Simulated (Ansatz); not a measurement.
Computed with Ansatz on PBE0-D4/def2-TZVP structures; ΔE is electronic, products minus reactants. CCSD(T)/CBS adds triple-zeta CCSD(T) − MP2 to the extrapolated MP2 energy (def2 sets, frozen cores). This one scheme is used for every species. DFT in def2-TZVPP. HSE06 is defined as in plane-wave codes. Each species was taken in one conformer, which may not be the lowest.

Consider the hydrogenolysis of the Si–S bond: `O[SiH](S)S` + H₂ → `O[SiH2]S` + H₂S.

| level | ΔE (kcal/mol) | difference from CCSD(T)/CBS |
| --- | --- | --- |
| r2SCAN-D4 | 12.1 | 1.3 |
| B97M-V | 10.5 | -0.3 |
| r2SCAN0-D4 | 11.3 | 0.5 |
| HSE06-D4 | 11.3 | 0.5 |
| CAM-B3LYP-D4 | 8.9 | -1.9 |
| ωB97M-V | 10.5 | -0.3 |
| B2PLYP | 9.0 | -1.8 |
| PBE-QIDH | 10.6 | -0.2 |
| PBE | 10.4 | -0.4 |
| CAM-B3LYP | 7.2 | -3.6 |
| LC-ωPBE | 9.0 | -1.8 |
| MP2/def2-SVP | 8.3 | -2.5 |
| CCSD(T)/def2-SVP | 6.1 | -4.7 |
| MP2/def2-TZVPP | 11.8 | 1.0 |
| CCSD(T)/def2-TZVPP | 9.4 | -1.4 |
| HF/def2-QZVPP | 3.9 | -6.9 |
| CCSD(T)/CBS | 10.8 | 0 |

Largest T1 diagnostic among the species: 0.012.

From BLYP to BHLYP (50 % exact exchange), in def2-TZVPP and without D4, ΔE moves by −0.8 kcal/mol. Leaving LDA and LC-ωPBE aside and taking each functional with its dispersion term where it has one, the values, not all of them listed here, spread over 4.5 kcal/mol, from CAM-B3LYP-D4 to revPBE-D4. LDA lies +1.2 kcal/mol from PBE without D4. The D4 term adds +3.0 kcal/mol with B3LYP and +1.6 kcal/mol with PBE0; it sums over pairs of atoms, weighted by their polarisabilities, and B3LYP, whose exchange is more repulsive, gets the larger term.

B3LYP here is the variant with VWN-RPA as its local correlation; programs differ in this.
